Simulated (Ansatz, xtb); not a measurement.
**Ranking isomers of C2H2Se**

3 gas-phase structures of C2H2Se, found in a search over its isomers (lower ones may exist). Each was relaxed with GFN2-xTB:

A. `C=C=[Se]`, a singlet
B. `C#C[SeH]`, a singlet
C. `C1=C[Se]1`, a singlet

Problem. Make a reasoned guess at their ranking by r2SCAN-D4/def2-SVP single-point energy.

Solution. Calculated order at r2SCAN-D4/def2-SVP: A (0.0), B (19.8), C (28.2) kcal/mol.

Energies above the lowest of each column, in kcal/mol; the last columns are at B3LYP-D4/def2-TZVP geometries:

```
structure  GFN2-xTB  HF/STO-3G  r2SCAN-D4/def2-SVP  B3LYP-D4/def2-TZVP  CCSD(T)/def2-TZVPP
        A       0.0        0.0                 0.0                 0.0                 0.0
        B      16.7        6.2                19.8                16.4                12.9
        C      24.5       29.1                28.2                26.0                23.4
```

Every level run on A puts it lowest or level with the lowest.

Programs: Ansatz 0.2.0, xtb 6.7.1.
